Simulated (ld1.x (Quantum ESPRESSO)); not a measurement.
## Transferability test, TM potential for aluminium (Al)

```
Element                 : aluminium (Al)
Generator               : ld1.x (Quantum ESPRESSO) 7.5
Type                    : norm-conserving Troullier–Martins (Kleinman–Bylander form)
Functional              : LDA (PZ)
Relativity              : scalar-relativistic
Frozen core             : [Ne]
Valence charge          : 3
Reference configuration : 3s2 3p0.5 (charge +0.5)
Partial waves           : 3s (bound): rc 1.78 bohr; 3p (bound): rc 2.76 bohr
Local potential         : all-electron potential smoothed inside 1.40 bohr (lloc = -2)
Core correction         : Bessel-smoothed model core inside 1.75 bohr
```

Energies are relative to the spin-unpolarised reference configuration 3s2 3p0.5; without spin polarisation the order of configurations can differ from experiment. Spin-polarised rows fill each open shell by Hund’s rule, majority spin first.

```
     valence configuration  charge  ΔE all-electron (eV)  error AE − PS (meV)
                   3s2 3p1       0                -2.125                 +0.6
                   3s2 3p0      +1                 3.722                 +0.8
                   3s1 3p0      +2                23.099                  +16
                 3s2 3p1.3    -0.3                -2.723                 +1.1
                   3s1 3p2       0                 3.030                 -1.5
3s2 3p0.5 (spin-polarised)    +0.5                -0.042                 +0.4
  3s2 3p1 (spin-polarised)       0                -2.261                 +1.9
```

Problem. What are ΔE and the potential's error for 3s1 3p1?

Solution. ΔE = 9.541 eV all-electron; the error (AE − PS) is +2.1 meV.

Problem. What are ΔE and the potential's error for 3s0 3p3?

Solution. ΔE = 8.380 eV all-electron; the error (AE − PS) is -5.2 meV.
